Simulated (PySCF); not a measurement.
# Electron correlation in Pb (lead, neutral)

[Xe] 4f14 5d10 6s1 6p2 7s1, high-spin 5P determinant (an excited configuration). Computed with PySCF 2.14 in aug-cc-pVTZ-PP with ECP60MDF (6s5p4d2f, 55 functions), with a scalar-relativistic core potential. Frozen: 5s2 5p6 5d10; 4 electrons correlated.

| level | correlation energy (mhartree) |
| --- | --- |
| CCSD | -17.30 |
| (T) | -0.27 |
| CCSD(T) | -17.57 |

Diagnostics: T1 = 0.0093, D1 = 0.0240, largest double amplitude 0.031.

Question: Is a single reference adequate?

Answer: Yes, within this model without spin-orbit coupling: T1 lies below 0.03 and no double amplitude reaches 0.07.

Spin-orbit coupling is strong in this species, so the high-spin LS determinant is a model state.
